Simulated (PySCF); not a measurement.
Ga(F)2(NH2) (F₂GaH₂N), SMILES [NH2][Ga]([F])[F].

The structure is a stationary point at r2SCAN-D4/def2-SVP. The values are those of a single conformer.

Calculation: C-PCM-PBE0/def2-SVP in PySCF 2.14.0.

The values are the electrostatic part of the solvation free energy, E(continuum) − E(gas) at the gas-phase geometry, in a cavity of scaled van der Waals radii (PySCF's table); cavitation and dispersion terms are not included. A continuum can't describe solvent molecules that bind to the metal. In vacuum the orbital gap is 7.14 eV. The dipole moment in vacuum is 3.39 D.

```
solvent                    ε  ΔG(elec) (kcal/mol)  dipole (D)  gap (eV)
---------------------  -----  -------------------  ----------  --------
water                  78.36                 -8.6        3.93      6.95
tetrahydrofuran         7.43                 -7.4        3.86      6.99
N,N-dimethylformamide  37.22                 -8.4        3.93      6.96
```
